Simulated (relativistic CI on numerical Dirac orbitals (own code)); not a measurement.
**Al: calculation against measurement**

Method of calculation: Dirac-Coulomb-Breit CI, orbitals from a KLI potential per configuration, QED by a radiative potential, valence Slater integrals scaled by 0.85, P86 correlation energy added to each configuration (own radial code, finite nucleus).

Configuration list (outside the closed core [Ne]): 3s²3p, 3s²4s, 3s3p², 3s²3d, 3s²4p, 3s²5s, 3s²4d, 3s²5p, 3s²4f, 3s²6s, 3s²6p, 3s²5f, 3s²5g, 3s²5d, 3p³, 3s²6d, 3s3p3d. Levels of other configurations are missing.

| Configuration | Term (tabulated) | J | Measured (cm⁻¹) | Computed | Error | Purity (%) |
| --- | --- | --- | --- | --- | --- | --- |
| 3s²3p | 2P° | 1/2 | 0.0 | 0 | 0 | 96 |
| 3s²3p | 2P° | 3/2 | 112.1 | 99 | -13 | 96 |
| 3s²4s | 2S | 1/2 | 25347.8 | 29953 | 4605 | 100 |
| 3s3p² | 4P | 1/2 | 29020.4 | 26743 | -2277 | 100 |
| 3s3p² | 4P | 3/2 | 29067.0 | 26789 | -2278 | 100 |
| 3s3p² | 4P | 5/2 | 29142.8 | 26864 | -2279 | 100 |
| 3s²3d | 2D | 3/2 | 32435.5 | 36326 | 3890 | 66 |
| 3s²3d | 2D | 5/2 | 32436.8 | 36328 | 3891 | 66 |
| 3s²4p | 2P° | 1/2 | 32949.8 | 37489 | 4539 | 100 |
| 3s²4p | 2P° | 3/2 | 32965.6 | 37505 | 4539 | 100 |
| 3s²5s | 2S | 1/2 | 37689.4 | 42621 | 4932 | 100 |
| 3s²5p | 2P° | 1/2 | 40272.0 | 45302 | 5030 | 100 |
| 3s²5p | 2P° | 3/2 | 40277.9 | 45307 | 5029 | 100 |
| 3s²4f | 2F° | 5/2 | 41319.4 | 47512 | 6193 | 100 |
| 3s²4f | 2F° | 7/2 | 41319.4 | 47512 | 6193 | 100 |
| 3s²6s | 2S | 1/2 | 42144.4 | 47390 | 5246 | 100 |

Measured levels from NIST Handbook of Basic Atomic Spectroscopic Data (Sansonetti and Martin, J. Phys. Chem. Ref. Data 34, 1559 (2005)); pairs were made by configuration, J and term (by order where the table uses no LS term), so strongly mixed levels may be paired wrongly.

Mean error by configuration (cm⁻¹): 3s²3p -13; 3s²4s 4605; 3s3p² -2278; 3s²3d 3891; 3s²4p 4539; 3s²5s 4932; 3s²5p 5029; 3s²4f 6193; 3s²6s 5246. Over the excited levels the mean absolute error is 4062 cm⁻¹ (15 of the 26 excited levels that our extract of the source holds in range could be paired, and the others can miss by more), and the median relative error of those above 1,000 cm⁻¹ is 12 %.

Transition probabilities of persistent lines. The last column rescales the computed rate by the cube of measured over computed energy:

| λ measured (Å) | Lower | Upper | A tabulated (s⁻¹) | A computed | A rescaled |
| --- | --- | --- | --- | --- | --- |
| 3082.15 air | 3s²3p ²P°1/2 | 3s²3d ²D3/2 | 6.22e+07 | 4.64e+07 | 3.30e+07 |
| 3092.71 air | 3s²3p ²P°3/2 | 3s²3d ²D5/2 | 7.38e+07 | 5.64e+07 | 4.00e+07 |
| 3092.84 air | 3s²3p ²P°3/2 | 3s²3d ²D3/2 | 1.23e+07 | 9.44e+06 | 6.70e+06 |
| 3944.01 air | 3s²3p ²P°1/2 | 3s²4s ²S1/2 | 4.98e+07 | 9.22e+07 | 5.59e+07 |
| 3961.52 air | 3s²3p ²P°3/2 | 3s²4s ²S1/2 | 9.82e+07 | 1.84e+08 | 1.11e+08 |
